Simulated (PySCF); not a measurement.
# Hartree-Fock beside MP2: BCH4O

These are calculations, not measurements. They come from PySCF 2.14.0, an open-source quantum chemistry program, on an isolated molecule that a program drew, which may never have been made. The molecule is BCH4O (charge 0, doublet), drawn as the SMILES string `[BH]OC`.

The geometry was optimised and harmonic frequencies were computed with HF and MP2, all in the cc-pVDZ basis, for the commonest isotopes, with a restricted reference for singlets and an unrestricted one otherwise, and a frozen core in MP2. Each result is a local minimum of its method.

Geometry at the HF minimum:
```xyz
7
BCH4O, angstrom
B    -0.6492   -2.1816    0.0086
O    -0.4809   -1.7074    1.2341
C    -1.1638   -0.5896    1.7648
H    -1.4082   -1.7160   -0.8072
H    -0.4304    0.1602    2.0574
H    -1.8513   -0.1630    1.0340
H    -1.7185   -0.9064    2.6466
```

Lengths of the bonds as drawn, in Å (atoms numbered as above):
```
 bond     HF    MP2
B1-O2  1.325  1.339
O2-C3  1.413  1.440
B1-H4  1.208  1.215
C3-H5  1.089  1.100
C3-H6  1.090  1.102
C3-H7  1.089  1.100
```

Rotational constants, in GHz:
```
constant     HF    MP2
       A  54.96  51.34
       B  11.37  11.33
       C  10.01   9.87
```

Harmonic frequencies in cm^-1, each column in rising order, so a row needn't be the same motion in every method:
```
rank    HF   MP2
   1   108   130
   2   405   389
   3   573   587
   4  1038   957
   5  1069  1010
   6  1274  1180
   7  1275  1182
   8  1451  1369
   9  1594  1490
  10  1599  1495
  11  1609  1506
  12  2633     ?
  13  3198  3092
  14  3289  3205
  15  3294  3213
```

**Estimate the missing MP2 frequency from the HF column.**

A single factor s that minimises the squared misfit of MP2 against s times HF over the other rows is sum(HF x MP2) / sum(HF^2) = 0.9605, with an rms misfit of 36 cm^-1. For rank 12 it gives 0.9605 x 2633 = 2529 cm^-1. The calculation gives 2584 cm^-1, 55 cm^-1 above the estimate. The drawn bonds are on average 1.1 % longer in MP2 than in HF.
